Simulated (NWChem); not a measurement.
System: HSF$_{2}$ cation; SMILES F[SH+]F

```xyz
4

F     -0.4891    -0.0220    -1.2029
S      0.4827    -0.0317     0.0000
F     -0.4891    -0.0220     1.2029
H      0.7424     1.3230     0.0000
```
Atoms are numbered in this order, from 1.

Computed with NWChem. The geometry was optimised at PBE0/def2-SVP. Level: M06-2X/def2-SVP with COSMO at NWChem's default radii, gas-phase geometry; rows give the dielectric constant. Reactions with the solvent are ignored.

```tsv
dielectric constant	electrostatic solvation energy (kcal/mol)
2.4	-45.1
3.9	-57.6
7.6	-67.3
46.7	-76.0
78.4	-76.7
```
